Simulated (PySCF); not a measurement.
TDDFT excited states: H6S3Sn3

Species: cyclo-(H2SnS)3.
Cartesian coordinates in Å at the PBE0-D3(BJ)/def2-SVP level; atoms count from 1:
```
atom  x, y, z in Å
Sn1    0.431   -2.096   -0.030
H2    -0.697   -2.709    1.105
H3     1.596   -3.236   -0.540
S4     1.683   -0.282    0.983
Sn5   -0.167    1.008    1.876
H6    -1.289   -0.062    2.603
H7     0.506    2.148    2.956
S8    -1.249    2.174    0.051
Sn9   -0.243    1.104   -1.879
H10    1.443    1.355   -1.934
H11   -1.100    1.769   -3.199
S12   -0.799   -1.256   -1.942
```

Method: TDDFT CAM-B3LYP/def2-SVPD, vertical, gas phase, core orbitals frozen in the response, def2 core potentials past Kr (PySCF 2.14.0, density-fitted response routines). Spin–orbit coupling is left out.

Task: List the vertical singlet excitations with oscillator strengths and describe the spectrum.

Result: 

```tsv
state	E (eV)	E (hartree)	f	|μ| (D)	main configurations (H = HOMO, L = LUMO)
S1	4.69	0.1723	0.0068	0.62	H→L (83%)
S2	4.88	0.1794	0.0006	0.19	H-1→L (71%), H→L+1 (12%)
S3	4.93	0.1811	0.028	1.22	H-2→L (77%)
S4	4.97	0.1828	0.014	0.86	H-1→L+1 (32%), H→L+2 (28%), H→L+1 (17%)
S5	4.98	0.1830	0.021	1.05	H→L+1 (32%), H-1→L+2 (23%), H→L+2 (22%)
S6	5.31	0.1950	0.0002	0.09	H-2→L+1 (68%), H-2→L+3 (20%)
S7	5.74	0.2109	0.025	1.07	H-2→L+2 (48%), H→L+3 (15%), H-4→L (15%)
S8	5.79	0.2130	0.019	0.94	H-3→L (22%), H-1→L+1 (16%), H→L+4 (10%)
S9	5.82	0.2140	0.017	0.88	H-1→L+2 (30%), H-3→L (14%), H→L+3 (13%)
```

Triplets, Tamm–Dancoff:

```json
{"state": "T1", "E (eV)": "4.32", "λ (nm)": "287.3", "main configurations (H = HOMO, L = LUMO)": "H→L (52%), H→L+2 (24%)"}
{"state": "T2", "E (eV)": "4.42", "λ (nm)": "280.5", "main configurations (H = HOMO, L = LUMO)": "H→L+1 (27%), H-2→L (27%), H-1→L+2 (18%)"}
{"state": "T3", "E (eV)": "4.44", "λ (nm)": "279.4", "main configurations (H = HOMO, L = LUMO)": "H-2→L (38%), H-1→L+2 (16%), H→L+1 (14%)"}
{"state": "T4", "E (eV)": "4.51", "λ (nm)": "274.8", "main configurations (H = HOMO, L = LUMO)": "H-1→L+1 (32%), H→L+2 (25%), H→L (24%)"}
```

The lowest singlet comes at 265 nm (452 kJ/mol) in the ultraviolet; it is weak; its leading configuration is HOMO→LUMO (83%). The most intense listed level is S4/S5 at 4.97 eV (249 nm, f = 0.035 summed), 0.29 eV above S1. S4/S5 lie within about 0.01 eV of each other. Löwdin shares by element: HOMO sulfur 84% or more (atoms not listed hold the other 16%); LUMO sulfur 43%, tin 13% or more (atoms not listed hold the other 44%). The listed states span 1.14 eV, and the widest gap between neighbours is 0.43 eV (S6 to S7). Orbital energies (eV): HOMO-3 -9.64, HOMO-2 -8.75, HOMO-1 -8.67, HOMO -8.45, LUMO -0.76, LUMO+1 -0.34, LUMO+2 -0.27. Of the 9 states listed, 6 reach f = 0.01 and 1 stays under 0.0005. No computed singlet lies in the visible range (380 to 750 nm); the lowest, at 265 nm, stands 1.42 eV above its violet end (3.26 eV). The vertical ionisation energy (ΔSCF) is 9.23 eV, 3.41 eV above S9. Orbitals of the list HOMO-3 to LUMO+2 that lie within 0.01 eV of each other are written together with a slash and their weights summed (≥ marks a lower bound); for degenerate orbitals outside that list single weights are arbitrary. Singlets were solved by full linear response, triplets in the Tamm–Dancoff approximation. The highest level found (5.95 eV, f 0.012 so far) is left out, since the window may have cut off a degenerate partner.

One conformer stands for the species.
